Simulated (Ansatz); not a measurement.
`I[SiH]1BC1`. Total charge 0; spin multiplicity 1. I takes the def2 core potential.

```xyz
8

I    -1.496    1.603    2.145
Si   -0.956    0.367    0.122
B     0.074   -1.219    0.113
C     0.909   -0.167   -0.513
H    -1.460    1.142   -1.031
H     0.334   -2.105    0.856
H     1.967   -0.032   -0.294
H     0.628    0.412   -1.399
```

List the harmonic frequencies (cm⁻¹, unscaled) at PBE0-D4/def2-TZVP in Ansatz. (Best estimate.)

Computed: 129, 175, 295, 352, 558, 592, 632, 726, 774, 835, 870, 977, 1179, 1436, 2256, 2716, 3091, 3157.

Is this a minimum?

Yes, all 18 modes are real.

Give the ideal-gas thermochemistry at 298.15 K and 1 bar (rigid rotor, harmonic oscillator; point group C1, symmetry number 1).

Zero-point energy 124.1 kJ/mol; H(298) − E = 141.8 kJ/mol; entropy 331.0 J/(mol·K), of which translation 173.7, rotation 114.0, vibration 43.3; G(298) − E = 43.1 kJ/mol.

And at 400, 500, 600, 800 and 1000 K?


| T (K) | H − E (kJ/mol) | S (J/mol/K) | G − E (kJ/mol) |
| --- | --- | --- | --- |
| 400 | 151.8 | 359.8 | 7.9 |
| 500 | 163.0 | 384.8 | -29.4 |
| 600 | 175.2 | 407.0 | -69.0 |
| 800 | 201.9 | 445.4 | -154.4 |
| 1000 | 230.9 | 477.6 | -246.7 |
